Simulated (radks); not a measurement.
Numerical settings for the tungsten ion W3+, [Xe] 4f14 5d3. All-electron calculation, Dirac Kohn-Sham, PBE, spin-unpolarised, spherical densities, point nucleus; open shells are shared between the two j in proportion to 2j + 1. Program: a radial shooting solver on a logarithmic mesh with Libxc functionals. The defaults (mesh step 0.008 in ln r, mesh end at 40 bohr or more with all orbitals vanishing there, Anderson mixing 0.5 over 9 steps, residual threshold near 1e-9 with the energy settled to 1e-9 hartree or 1e-11 of itself, here a cap of 90 iterations) give E = -16164.0384 hartree and 5d5/2 at -30.701 eV in 15 iterations. Run on one thread of a shared host, so times are rough (Arm Neoverse V1): 0.21 s of CPU time, 0.21 s wall, 15 iterations on 2501 mesh points. Changes against that run (0 stands for a change within the tolerance of the run):

| setting | iterations | converged | E (mhartree) | e(5d5/2) (meV) | CPU (s) |
|---|---|---|---|---|---|
| mesh step in ln r 0.2 | 4 | no | diverged | - | 0.01 |
| mesh step in ln r 0.02 | 15 | yes | 0 | 0 | 0.09 |
| mesh step in ln r 0.003 | 15 | yes | 0 | 0 | 0.5 |
| mesh end (bohr) 8 | 15 | yes | +0.00404 | +0.299 | 0.19 |
| mesh end (bohr) 400 | 15 | yes | 0 | 0 | 0.2 |
| residual threshold 1e-05 | 11 | yes | 0 | +0.015 | 0.17 |
| residual threshold 1e-16 | 90 | no | 0 | 0 | 0.53 |
| mixing 1 | 13 | yes | 0 | 0 | 0.18 |
| linear mixing, mixing 0.8 | 90 | no | +1.7e+05 | +5.21e+03 | 2.7 |
| linear mixing, mixing 0.2 | 88 | yes | 0 | 0 | 0.8 |
| mixing history 2 | 23 | yes | 0 | 0 | 0.26 |
| iteration cap 8 | 8 | no | +0.00964 | +16.6 | 0.12 |

No run marked as converged misses the energy by more than 1 mhartree. A mesh that ends early acts as a hard wall.
